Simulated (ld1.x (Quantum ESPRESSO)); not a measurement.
# Scattering properties, TM potential for Rh (Z = 45)

Rh, norm-conserving Troullier–Martins (Kleinman–Bylander form), made with ld1.x (Quantum ESPRESSO) 7.5 (LDA (PZ), scalar-relativistic). Core [Ar] 3d10 4s2, reference 4p6 4d8 5s0.5 5p0.5. Waves: 5s (bound): rc 2.60 bohr; 4d (bound): rc 1.20 bohr; 4p (bound): rc 1.35 bohr. Local part: the p channel. Core correction: none.

Occupied shells without a wave of their own: 5p. They enter only through the test configuration that unscreens the potential.

The phase is arctan(r·u′/u) with u = r·R(r), unwrapped; energies in Ry, scanned from -6 to 5 Ry. A pole is an energy at which the radial function vanishes at the test radius. The pseudo phase is shifted by a multiple of π to meet the all-electron one at the reference energy, and phase errors are pseudo minus all-electron; the curves can meet again beyond the range given. Levels narrower than the energy grid can be missing from the lists of poles.

```tsv
channel	radius (bohr)	reference energy (Ry)	poles, all-electron	poles, pseudo	unbroken range about the reference energy with phases within 0.05 rad	phase error 1 Ry above the reference energy (rad)
s	2.86	-0.38	1.28	-2.77, 1.26	-2.7 to 3.0	-0.001
p	2.86	-3.78	-3.76, 2.36	-3.76, 2.27	below 4.4	-0.000
d	2.86	-0.52	-0.31, 4.39	-0.31, 4.31	the whole range	-0.001
```

Note: ghost state, extra bound levels that the all-electron valence spectrum of the same l lacks: s at -37.9 eV. A true bound ghost makes a file unfit for plane-wave use.

Phases in the d channel:

```
E (Ry)  all-electron  pseudo
 -6.00         1.428   1.428
 -5.74         1.425   1.425
 -5.48         1.421   1.421
 -5.22         1.418   1.418
 -4.96         1.414   1.414
 -4.70         1.409   1.409
 -4.44         1.405   1.405
 -4.18         1.399   1.399
 -3.92         1.394   1.394
 -3.66         1.387   1.387
 -3.40         1.380   1.380
 -3.14         1.372   1.372
 -2.88         1.363   1.363
 -2.62         1.352   1.352
 -2.36         1.339   1.339
 -2.10         1.323   1.323
 -1.84         1.303   1.302
 -1.58         1.274   1.274
 -1.32         1.230   1.230
 -1.06         1.147   1.147
 -0.80         0.885   0.884
 -0.54        -0.979  -0.979
 -0.28        -1.602  -1.602
 -0.02        -1.738  -1.738
  0.24        -1.818  -1.819
  0.50        -1.892  -1.893
  0.76        -1.979  -1.981
  1.02        -2.102  -2.106
  1.28        -2.308  -2.317
  1.54        -2.693  -2.716
  1.80        -3.332  -3.367
  2.06        -3.900  -3.927
  2.32        -4.211  -4.228
  2.58        -4.379  -4.390
  2.84        -4.479  -4.488
  3.10        -4.547  -4.554
  3.36        -4.596  -4.603
  3.62        -4.633  -4.640
  3.88        -4.664  -4.670
  4.14        -4.690  -4.697
  4.40        -4.713  -4.720
  4.66        -4.734  -4.742
  4.92        -4.755  -4.763
```
